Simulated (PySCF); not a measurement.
# Vibration and rotation of CsGe

UHF-CCSD(T) constants of CsGe, ⁴Σ⁻ (quartet), unpaired electrons σ ↑, π ↑↑ (basis Cs def2-SVP with ECP46, Ge def2-SVP; scalar-relativistic core potentials; PySCF 2.14; masses 132.9054 and 73.9212 u):

| Quantity | Value |
| --- | --- |
| ωe | 113.4 cm⁻¹ |
| ωexe | 0.261 cm⁻¹ |
| Be | 0.02994 cm⁻¹ |
| αe | 9.77e-05 cm⁻¹ |
| De to Cs + Ge | 1.37 eV |

Q: What force constant and bond length do these constants imply?

A: Reduced mass μred = 47.501 u; k = 5.8918×10⁻⁷·μred·ωe² (u, cm⁻¹, mdyn/Å) = 0.360 mdyn/Å; Re = √(16.8576/(μred·Be)) (u, cm⁻¹, Å) = 3.443 Å.

Q: Estimate the centrifugal constant D from the Kratzer relation and find the Dunham coefficient a1.

A: D = 4Be³/ωe² = 8.35e-09 cm⁻¹; a1 = −1 − αeωe/(6Be²) = -3.06.

Correlated steps freeze 9 core orbitals. Correlated levels converge slowly with the basis: in double zeta they bind strong bonds too weakly, by up to about 1 eV, and carry superposition errors of some tenths. Spin–orbit coupling is left out, which matters for elements this heavy, above all for dissociation energies. The state is the lowest determinant that a PBE0 search found; another state may lie lower at other levels.
